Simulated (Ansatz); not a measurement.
Two isomers of C2H7BFNO: A = `CN(C)B(O)F`, B = `CNBOCF`.

Isolated molecules relaxed with PBE0-D4/def2-TZVP in Ansatz; ΔE leaves out vibrations. CBS: MP2 limit from def2 TZ/QZ plus the TZ coupled-cluster correction, frozen cores. DFT in def2-TZVPP. B3LYP here is the variant with VWN-RPA as its local correlation; programs differ in this. One conformer a species, not always the lowest.

A:

Z-matrix (Å, degrees):
```
C
N 1 1.444
H 1 1.097 2 111.0
H 1 1.097 2 111.0 3 -119.6
H 1 1.088 2 110.2 3 120.2
C 2 1.438 1 113.4 3 59.8
B 2 1.409 1 122.0 3 -120.2
H 6 1.097 2 111.3 1 -59.9
H 6 1.091 2 111.8 1 -179.9
H 6 1.097 2 111.3 1 60.1
O 7 1.365 2 126.3 1 -179.9
F 7 1.340 2 118.7 1 0.0
H 11 0.957 7 114.9 2 0.0
```

B:

Z-matrix (Å, degrees):
```
C
N 1 1.443
H 1 1.090 2 109.2
H 1 1.094 2 111.7 3 -119.3
H 1 1.094 2 111.7 3 119.4
B 2 1.393 1 125.1 3 -2.7
H 2 1.008 1 114.6 3 -176.7
O 6 1.385 2 123.2 1 178.1
H 6 1.196 2 120.5 1 -1.3
C 8 1.368 6 121.7 2 -10.9
F 10 1.385 8 111.3 6 65.6
H 10 1.091 8 108.7 6 -176.7
H 10 1.097 8 111.8 6 -53.2
```

Task: Which isomer does CCSD(T)/CBS put lower? Give the gap. (An estimate is asked.)

Result: The calculation gave: A, by 206.9 kJ/mol.

Task: Give E(B) − E(A) in kJ/mol with HF/def2-TZVPP, MP2/def2-TZVPP, PBE-D4, B3LYP, CCSD(T)/def2-TZVPP, B3LYP-D4, CCSD/def2-TZVPP. (Estimate.)

Result: Computed: HF/def2-TZVPP 198.7, MP2/def2-TZVPP 214.1, PBE-D4 194.1, B3LYP 194.5, CCSD(T)/def2-TZVPP 204.9, B3LYP-D4 198.0, CCSD/def2-TZVPP 205.9. None reverses the order clearly.

Largest T1 diagnostic: 0.012.

In def2-TZVPP, CCSD(T) changes the Hartree–Fock value by +6.2 kJ/mol (the triples alone add −1.0 kJ/mol) and MP2 by +15.4 kJ/mol. The D4 term adds +3.5 kJ/mol with B3LYP and +1.8 kJ/mol with PBE0; it sums over pairs of atoms, weighted by their polarisabilities, and B3LYP, whose exchange is more repulsive, gets the larger term.
